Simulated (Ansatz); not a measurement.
A nudged elastic band was laid between two geometries of GaH₄NO (7 atoms, charge 0, multiplicity 1).

Method: RKS PBE0/def2-SVP in Ansatz 0.2.0.

* movable images: 5
* climbing image: yes
* spring: 5.0 eV/Å²
* optimiser: quadratic models (default)
* start path: through a guess of the saddle point
* force threshold: 0.05 eV/Å
* iteration limit: 60
* end points: relaxed

Image 0:

```xyz
7
Properties=species:S:1:pos:R:3
Ga 0.376 0.098 -0.064
O 0.612 -0.313 1.660
H -0.186 -0.561 2.137
H 1.624 0.506 -0.887
N -1.302 0.012 -0.739
H -2.128 -0.252 -0.216
H -1.524 0.228 -1.702
```

Image 6:

```xyz
7
Properties=species:S:1:pos:R:3
Ga 0.386 -0.041 -1.418
O 0.848 0.359 0.872
H -0.069 -0.029 0.861
H 1.424 -0.295 1.285
N -1.305 -0.160 -0.432
H -2.008 -0.822 -0.763
H -1.804 0.707 -0.216
```

Which bonds break or form, and what moves?

Bonds broken: Ga1–O2, Ga1–H4. Bonds formed: O2–H4. GaH4NO becomes GaH2N + H2O.

What energy profile does the band end with?

The forces met the threshold. The highest image is number 2 of 0 to 6, 2.43 eV above the first end and 1.82 eV above the last; the last end lies 0.61 eV above the first. Neighbouring images differ by up to 2.3 eV, so the band resolves the path poorly. A vibrational analysis at the climbing image gives one clearly imaginary mode, 1332i cm⁻¹: a first-order saddle point. The orbitals stay closed-shell, which can raise the energy where a bond breaks towards radicals; this wasn't checked here.

```json
{"image": "0", "path coordinate (Å)": "0.00", "energy (eV)": "0.00", "Ga1–O2 (Å)": "1.79", "Ga1–H4 (Å)": "1.55", "O2–H4 (Å)": "2.86"}
{"image": "1", "path coordinate (Å)": "1.28", "energy (eV)": "0.09", "Ga1–O2 (Å)": "1.79", "Ga1–H4 (Å)": "1.55", "O2–H4 (Å)": "2.78"}
{"image": "2", "path coordinate (Å)": "2.57", "energy (eV)": "2.43", "Ga1–O2 (Å)": "1.98", "Ga1–H4 (Å)": "1.62", "O2–H4 (Å)": "1.48"}
{"image": "3", "path coordinate (Å)": "3.79", "energy (eV)": "0.71", "Ga1–O2 (Å)": "2.40", "Ga1–H4 (Å)": "2.68", "O2–H4 (Å)": "0.97"}
{"image": "4", "path coordinate (Å)": "5.02", "energy (eV)": "0.69", "Ga1–O2 (Å)": "2.38", "Ga1–H4 (Å)": "2.84", "O2–H4 (Å)": "0.97"}
{"image": "5", "path coordinate (Å)": "6.24", "energy (eV)": "0.69", "Ga1–O2 (Å)": "2.35", "Ga1–H4 (Å)": "3.13", "O2–H4 (Å)": "0.96"}
{"image": "6", "path coordinate (Å)": "7.47", "energy (eV)": "0.61", "Ga1–O2 (Å)": "2.37", "Ga1–H4 (Å)": "2.91", "O2–H4 (Å)": "0.96"}
```

What is the geometry of the highest image?


```xyz
7
Properties=species:S:1:pos:R:3
Ga 0.260 0.275 -0.499
O 0.630 0.020 1.428
H 0.526 -0.853 1.837
H 1.631 0.121 0.347
N -1.487 -0.006 -0.912
H -2.199 -0.013 -0.187
H -1.888 0.175 -1.825
```

Run time: 5.6 min on 1 thread of Arm Neoverse V1, on a shared host, peak memory 0.16 GiB.
